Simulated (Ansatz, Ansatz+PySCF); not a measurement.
```xyz
2

C     0.0000    0.0000   -1.0363
C     0.0000    0.0000    1.0363
```

Basis set: 6-31G (spherical functions). Left uncorrelated: 2 orbitals. Charge 0, multiplicity 1.

Computed with Ansatz (development build ahead of 0.2.0); each method stands on the lowest determinant of its kind that the runs found. Restricted open shells among the atoms or ions are ROHF, correlated in semicanonical orbitals with singles. Restricted functionals stand beside restricted open-shell atoms, which can lie above the unrestricted atoms usual in DFT and then raise those values.

The atomization energy at this shape (free ground-state atoms in the same class of orbitals less the molecule, no zero-point energy) of singlet C2:

```
                            method  atomization energy
                 PBE0 (restricted)      15.81 kcal/mol
full CI (lowest root of this spin)      31.02 kcal/mol
                           UHF-MP2       8.02 kcal/mol
                           RHF-MP2      -7.09 kcal/mol
                       RHF-CCSD(T)      32.66 kcal/mol
                          RHF-CCSD      18.89 kcal/mol
                       UHF-CCSD(T)      23.19 kcal/mol
                               RHF     -77.43 kcal/mol
                               UHF       1.08 kcal/mol
```

What does PBE0 (unrestricted) give?

37.04 kcal/mol. Caution for PBE0 (unrestricted), UHF-MP2, UHF-CCSD(T), UHF: the unrestricted determinant is a mixture of spin states. Caution for PBE0 (restricted), RHF-MP2, RHF-CCSD(T), RHF-CCSD, RHF: an unrestricted determinant lies well below. Caution for UHF-MP2, RHF-MP2, UHF-CCSD(T): another reference gives a lower total. Caution for UHF-MP2, UHF-CCSD(T): bonds are stretched, where a single reference can fail. Caution for UHF-MP2, RHF-MP2, RHF-CCSD(T), RHF-CCSD, UHF-CCSD(T), RHF, UHF: the determinant may break the point group. Caution for RHF-MP2, RHF-CCSD(T), RHF-CCSD: large amplitudes, a single reference is doubtful. Caution for RHF-CCSD(T), RHF-CCSD: the amplitudes may be one of several solutions. Caution for RHF: the molecule lies well above its atoms at this level.

This basis has no polarisation functions and is too small for such energies, which can lie far from measured ones in either direction.
